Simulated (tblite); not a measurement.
C6H7FSi.
SMILES: `FC=C1C=C[SiH2]C=C1`

Computed values, GFN2-xTB/tblite, gas phase, harmonic and unscaled. Against measured fundamentals such values can be off by several per cent, at times by over 20. Modes of hydrogen on silicon can be 10 to 20 % off.

Harmonic wavenumbers (cm⁻¹): 55.4, 191.8, 199.4, 261.4, 305.1, 344.6, 435.1, 480.7, 505.7, 537.5, 563.6, 643.8, 696.7, 723.8, 735.0, 783.5, 789.2, 805.3, 813.5, 862.9, 946.8, 947.9, 1100.7, 1148.5, 1201.9, 1231.9, 1327.2, 1365.3, 1371.6, 1617.7, 1622.5, 1648.3, 2192.4, 2209.6, 3006.7, 3029.1, 3051.9, 3052.7, 3076.2.

A = 4075, B = 1080, C = 862.4 MHz; mass 126.030 u (most abundant isotopes); point group Cs, symmetry number 1.

Question: What is the zero-point energy?

Answer: ½Σν̃ = 22941 cm⁻¹ = 274.44 kJ/mol.

Question: What is S at 400 K and 1 bar for an ideal gas of classical rigid rotors and harmonic oscillators?

Answer: Translation 175.28, rotation 124.28, vibration 117.23: S = 416.8 J/(mol K).

Question: And Cp and H(400 K) − H(0)?

Answer: Cp = 176.82 J/(mol K), of which vibrations give 143.56 (their classical limit is 39 R = 324.3); H(400 K) − H(0) = 40.22 kJ/mol without the zero-point energy, 26.92 from vibrations.

Question: What must be added to the electronic energy to get the Gibbs energy at 400 K and 1 bar?

Answer: ZPE + [H(400 K) − H(0)] − T·S = 274.44 + 40.22 − 166.72 = 147.94 kJ/mol.

Question: Which modes carry the vibrational entropy at 400 K?

Answer: 55.4 cm⁻¹: 21.74; 191.8 cm⁻¹: 11.56; 199.4 cm⁻¹: 11.25; 261.4 cm⁻¹: 9.13; 305.1 cm⁻¹: 7.95; 344.6 cm⁻¹: 7.04 J/(mol K); the other 33 give 48.55 together.

Question: Blend soft modes into free rotors: weight 1/[1 + (100 cm⁻¹/ν̃)⁴] for the oscillator and the rest for a rotor with moment μB/(μ + B), μ = h/(8π²ν), B = 10⁻⁴⁴ kg m². What vibrational entropy results?

Answer: 111.54 J/(mol K) in place of 117.23, which changes −T·S at 400 K by +2.27 kJ/mol.

Question: How do the functions run with temperature in this model?

Answer: 
```
 T (K)  S (J/(mol K))  Cp (J/(mol K))  H − H(0) (kJ/mol)  G − H(0) (kJ/mol)  ln q(vib)
    50          236.1            42.3               1.85              -9.96       0.23
   100          270.1            58.4               4.34             -22.66       0.77
298.15          370.2           140.7              23.99             -86.39       3.99
373.15          404.8           168.0              35.59            -115.46       5.46
   500          459.4           205.1              59.37            -170.33       8.05
   750          552.5           253.4             117.20            -297.20      13.12
  1000          629.8           283.2             184.54            -445.28      17.86
```

q(vib) and H(0) count from the zero-point level.

Hindered rotation and anharmonicity are outside this model.
